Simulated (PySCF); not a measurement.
**Deuteron quadrupole couplings in `C=C1OC(C(F)F)=C1CF`**

C6H5F3O.
Cartesian coordinates in Å at the GFN2-xTB level; atoms count from 1:
```
atom  x, y, z in Å
C1    -2.165    1.489    0.133
C2    -0.981    0.963   -0.097
O3     0.102    1.485   -0.846
C4     0.793    0.313   -0.511
C5     2.178    0.015   -0.950
F6     2.226   -1.141   -1.665
F7     2.996   -0.186    0.117
C8    -0.199   -0.245    0.217
C9    -0.439   -1.486    0.988
F10   -1.698   -1.472    1.529
H11   -2.882    0.956    0.729
H12   -2.434    2.450   -0.269
H13    2.599    0.824   -1.565
H14    0.271   -1.583    1.820
H15   -0.372   -2.374    0.346
```

Level: PBE0/pcSseg-1 (PySCF, non-relativistic); Q(2H) = 0.00286 b; rigid geometry, the same for H and D, with no vibrational averaging.

**Question.** Rank these positions by the coupling χzz of a deuteron there, largest first.
A. H13 (methine hydrogen)
B. H12 (vinylic hydrogen)
C. H15 (methylene hydrogen)

**Answer.** B (227 kHz), C (189 kHz), A (179 kHz).

**Question.** Give the electric field gradient Vzz (the principal value of largest size), its asymmetry and the 2H coupling at each hydrogen.

**Answer.** 
```json
{"atom": "H11", "bonded to": "C1", "bond length (Å)": "1.075", "Vzz (au)": "0.3365", "η": "0.05", "χzz (kHz)": "226"}
{"atom": "H12", "bonded to": "C1", "bond length (Å)": "1.075", "Vzz (au)": "0.3384", "η": "0.04", "χzz (kHz)": "227"}
{"atom": "H13", "bonded to": "C5", "bond length (Å)": "1.100", "Vzz (au)": "0.2661", "η": "0.02", "χzz (kHz)": "179"}
{"atom": "H14", "bonded to": "C9", "bond length (Å)": "1.098", "Vzz (au)": "0.2809", "η": "0.08", "χzz (kHz)": "189"}
{"atom": "H15", "bonded to": "C9", "bond length (Å)": "1.098", "Vzz (au)": "0.2808", "η": "0.08", "χzz (kHz)": "189"}
```

The structure is a single GFN2-xTB conformer in the gas phase; no vibrational or solvent corrections. GFN2-xTB bond lengths can be off by several hundredths of an ångström, more for odd bonds, and the gradients follow them. With a basis this small, the couplings can be 20 % off.
